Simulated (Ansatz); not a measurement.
```yaml
crystal:
  periodic: [false, false, false]
  atoms:
    - {symbol: N, position_ang: [-0.773713, 0.484762, 0.885618]}
    - {symbol: Nb, position_ang: [0.273507, -0.259652, -0.269103]}
    - {symbol: F, position_ang: [1.802799, -0.811463, 0.637039]}
    - {symbol: F, position_ang: [-0.640690, -1.705528, -1.002593]}
    - {symbol: Cl, position_ang: [0.765825, 1.313920, -1.860841]}
    - {symbol: H, position_ang: [-1.385730, 0.913962, 1.563580]}
basis:
  gaussian: {orbitals: cc-pVTZ-PP}
hamiltonian: {xc: {name: B97}}
output: {forces: true}
```

```sh
$ ansatz run in.yaml --threads 4 --pin off --events-out ev --progress --plain --max-ram 10444MiB
```

Output, abridged:

```
Functional definition: B97
Error: <dir> the basis set cc-pVTZ-PP has no functions for N
```

In this input the basis set is misnamed or doesn't suit the job. The input was rejected before any iteration.
